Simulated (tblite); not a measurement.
C2H12O2SSi4.
Z-matrix (Å and degrees, GFN2-xTB geometry), rows numbered from 1:
```
O 
C   1  1.1941
O   2  1.3043  1  125.11
Si  3  1.6776  2  117.99  1    -0.06
C   4  1.8862  3  100.63  2   178.94
Si  5  1.9193  4  112.00  3    65.75
Si  5  1.9087  4  113.60  3   -60.82
S   5  1.8615  4  104.93  3   176.02
Si  8  2.1375  5  109.46  4    77.37
H   2  1.1045  1  123.46  3   179.88
H   4  1.4617  3  107.44  2    60.06
H   4  1.4581  3  109.24  2   -61.14
H   6  1.4625  5  107.86  4   175.94
H   6  1.4619  5  109.09  4    56.74
H   6  1.4636  5  109.07  4   -64.48
H   7  1.4686  5  109.46  4   -47.36
H   7  1.4635  5  108.78  4  -166.72
H   7  1.4608  5  108.87  4    72.95
H   9  1.4592  8  110.23  5    69.54
H   9  1.4537  8  101.00  5  -171.80
H   9  1.4569  8  109.99  5   -53.08
```

All values are computed: GFN2-xTB (tblite) harmonic vibrations without scaling, gas phase. This tight-binding method is rough: wavenumbers can miss measured ones by several per cent, in bad cases by 10 to 20. Modes of hydrogen on silicon can be 10 to 20 % off. One conformer, not necessarily the lowest.

Harmonic wavenumbers (cm⁻¹): 39.3, 46.2, 57.0, 60.7, 107.6, 115.2, 120.4, 143.1, 147.9, 149.8, 181.7, 192.3, 197.8, 232.1, 234.7, 399.5, 484.3, 495.7, 506.2, 515.8, 525.3, 535.0, 536.6, 563.1, 633.9, 651.8, 709.5, 750.4, 751.8, 756.9, 760.3, 763.6, 770.1, 773.1, 782.2, 786.6, 791.1, 797.5, 812.5, 855.6, 900.5, 951.5, 1206.6, 1356.9, 1780.3, 2215.5, 2256.3, 2265.5, 2273.8, 2280.6, 2284.5, 2288.6, 2294.1, 2317.8, 2329.4, 2352.1, 2811.0.

A = 951.5, B = 486.0, C = 418.7 MHz; mass 211.964 u (most abundant isotopes); point group C1, symmetry number 1.

What is the zero-point energy?

½Σν̃ = 26450 cm⁻¹ = 316.41 kJ/mol.

Give the ideal-gas entropy at 298.15 K and 1 bar in the rigid-rotor, harmonic-oscillator model (classical rotation).

Translation 175.66, rotation 132.99, vibration 240.65: S = 549.3 J/(mol K).

And Cp and H(298.15 K) − H(0)?

Cp = 253.35 J/(mol K), of which vibrations give 220.09 (their classical limit is 57 R = 473.9); H(298.15 K) − H(0) = 46.02 kJ/mol without the zero-point energy, 36.10 from vibrations.

How do the functions run with temperature in this model?

```
 T (K)  S (J/(mol K))  Cp (J/(mol K))  H − H(0) (kJ/mol)  G − H(0) (kJ/mol)  ln q(vib)
    50          280.2            82.7               2.68             -11.33       1.28
   100          352.4           126.7               8.01             -27.23       3.99
373.15          610.1           288.6              66.39            -161.27      17.96
   500          701.0           332.1             105.92            -244.58      23.64
   750          847.2           388.2             196.52            -438.85      33.56
  1000          964.1           423.8             298.34            -665.75      42.11
```

q(vib) and H(0) count from the zero-point level.

Which modes carry the vibrational entropy at 298.15 K?

39.3 cm⁻¹: 22.15; 46.2 cm⁻¹: 20.81; 57.0 cm⁻¹: 19.07; 60.7 cm⁻¹: 18.55; 107.6 cm⁻¹: 13.86; 115.2 cm⁻¹: 13.30 J/(mol K); the other 51 give 132.91 together.

What must be added to the electronic energy to get the Gibbs energy at 298.15 K and 1 bar?

ZPE + [H(298.15 K) − H(0)] − T·S = 316.41 + 46.02 − 163.77 = 198.66 kJ/mol.

Hindered rotation and anharmonicity are outside this model. Other conformers, if any are populated, would add a mixing term that is left out. The structure is chiral; the term R ln 2 for an equal mix with its mirror image is left out.
